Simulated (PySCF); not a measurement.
Energy of Sm(2+) (samarium, charge +2) between two integer charges

The 4f alpha orbital of [Xe] 4f6 is emptied in steps (occupation f), with all orbitals relaxed, ending at [Xe] 4f5. Computed with PySCF 2.14 in def2-SVP with the def2 core potential (28 electrons), with scalar relativity through the core potential. The exact energy is a straight line in f; departures are measured from the line between the end points of the same method.

```csv
f,BHandHLYP (eV),wB97X (eV),TPSS (eV)
1,0.000,0.000,0.000
0.9,-0.172,-0.251,-0.746
0.7,-0.411,-0.590,-1.753
0.5,-0.499,-0.706,-2.100
0.3,-0.427,-0.595,-1.776
0.1,-0.186,-0.256,-0.765
0,0.000,0.000,0.000
```

Question: For TPSS, how does the orbital energy at f = 1 compare with the removal energy?

Answer: −ε = 16.458 eV against a total-energy difference of 24.713 eV. By Janak's theorem ε = ∂E/∂f, so the gap between them reflects the curvature. Along the path −ε is 18.057 (f = 0.9), 21.314 (f = 0.7), 24.645 (f = 0.5), 28.042 (f = 0.3), 31.495 (f = 0.1) eV.

```
   method  E(f=0) − E(f=1) (eV)  −ε at f=1 (eV)  −ε at f=0.5 (eV)
BHandHLYP                23.547          21.652            23.501
    wB97X                24.131          21.351            24.117
     TPSS                24.713          16.458            24.645
```

Reference removal energy between the ground levels: 23.55 ± 0.08 eV (semi-empirical (NIST evaluation); NIST Atomic Spectra Database, ionization energies). The calculation has no spin-orbit coupling. The determinant left behind need not be the lowest term of the ion.
